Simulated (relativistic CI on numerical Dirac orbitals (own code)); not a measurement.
## Ru³⁺: 4p photoemission

Computed with this model: Dirac-Coulomb-Breit CI, KLI orbitals optimised for each configuration, a model potential for QED, multiplet model of photoemission in the sudden approximation, unscaled Slater integrals; configurations [Kr] 4d5 → [Ar] 3d10 4s2 4p5 4d5; 300 K; Lorentzian 1.68 eV and Gaussian 0.6 eV FWHM. Energies are those of the free ion, without screening or charge transfer. The energies are binding energies and can lie tens of eV above those of solids. S is read from ⟨S²⟩ = S(S + 1).

Field parameters in Wybourne normalisation: D4h B²₀ = −7Ds, B⁴₀ = 21(Dq − Dt), B⁴₄ = 21√(5/14) Dq. The field is a parameter set, without covalency.

free ion: ground-state S = 2.49, centroid 90.41 eV. Peaks (eV, height): 83.8 (100), 87.8 (44), 104.4 (55).

D4h, 10Dq = 25150, Ds = -1500, Dt = 860 cm⁻¹: ground-state S = 2.45, centroid 90.42 eV. Peaks (eV, height): 83.8 (100), 104.4 (51).

Strongest unbroadened transitions for D4h, 10Dq = 25150, Ds = -1500, Dt = 860 cm⁻¹:

```tsv
Energy (eV)	Relative strength
83.40	22.3
83.41	100.0
84.51	7.5
84.52	30.0
84.53	46.7
84.54	9.6
85.40	8.3
85.41	7.5
85.43	3.6
85.47	3.9
85.48	3.7
85.51	13.5
103.07	4.9
103.89	8.9
103.95	9.5
104.74	4.3
104.87	5.8
105.00	5.8
```
